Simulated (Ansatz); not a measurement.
```xyz
15

C    -1.755   -0.862   -2.366
C    -1.975   -0.113   -1.290
Si   -0.662    0.458   -0.124
O    -1.175    0.160    1.404
S     1.162   -0.598   -0.579
Si    2.311    0.300    0.963
O     1.649    0.025    2.458
H    -0.761   -1.212   -2.629
H    -2.558   -1.161   -3.033
H    -2.995    0.204   -1.078
H    -0.365    1.907   -0.278
H    -0.511    0.290    2.091
H     2.324    1.774    0.852
H     3.669   -0.284    0.856
H     1.641   -0.888    2.755
```

The species carries charge 0 and has multiplicity 1.

**Question.** List the ωB97M-V/def2-TZVPP orbital energies in eV (Ansatz). (Best estimate.)

**Answer.** Computed: Occupied: -2426.41, -1808.14, -1807.79, -526.75, -526.05, -281.86, -281.41, -220.46, -163.52, -163.49, -163.42, -149.08, -148.73, -103.22, -103.20, -103.16, -102.89, -102.84, -102.81, -31.48, -30.82, -24.41, -22.99, -19.37, -18.74, -17.63, -16.41, -15.62, -15.20, -14.26, -13.96, -13.52, -13.09, -12.78, -12.16, -11.39, -10.97, -10.81, -10.40, -9.82. Lowest empty: 1.35, 1.60, 2.32, 2.72, 2.76, 3.05, 3.48, 3.63.
